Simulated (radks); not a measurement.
All-electron atom: the arsenic ion As19+ in [Ne] 3s2 3p2.

All-electron calculation, scalar-relativistic Kohn-Sham, PBEsol, spin-polarised, spherical densities, finite nucleus; open shells are filled with parallel spins first; Fermi nuclear charge, rms radius 4.0968 fm. Program: a radial shooting solver on a logarithmic mesh with Libxc functionals.

Energy parts (hartree):
part                       energy
total                 -2053.67203
kinetic                2097.57188
electron-nucleus      -4515.86819
Hartree                 423.00685
exchange-correlation    -58.38255

Orbitals (lengths in bohr, moments of r in powers of bohr; <r^-3> diverges for s and p1/2; r(max) is where P^2 peaks):
orbital  occ.  eigenvalue (hartree)      <r>   r(max)  <r^-3>     <r^2>
1s up       1             -458.7134  0.04552  0.02975       -  0.002789
1s down     1             -458.6258  0.04551  0.02975       -  0.002788
2s up       1             -82.08211   0.2006   0.1693       -   0.04733
2s down     1             -82.00612   0.2004   0.1694       -   0.04723
2p up       3             -75.59702   0.1749   0.1355    1129   0.03731
2p down     3             -75.49557   0.1748   0.1356    1129   0.03726
3s up       1             -29.59840   0.5080   0.4756       -    0.2932
3s down     1             -29.23619   0.5093   0.4758       -    0.2948
3p up       2             -27.53899   0.4976   0.4618   246.7    0.2850
3p down     0             -27.17900   0.4989   0.4619   246.1    0.2867

The highest occupied level is 3p up at -749.37 eV. The electron density at the nucleus is 3.62e+04 e/bohr^3 (large components only). Spin moment in Bohr magnetons: 2.
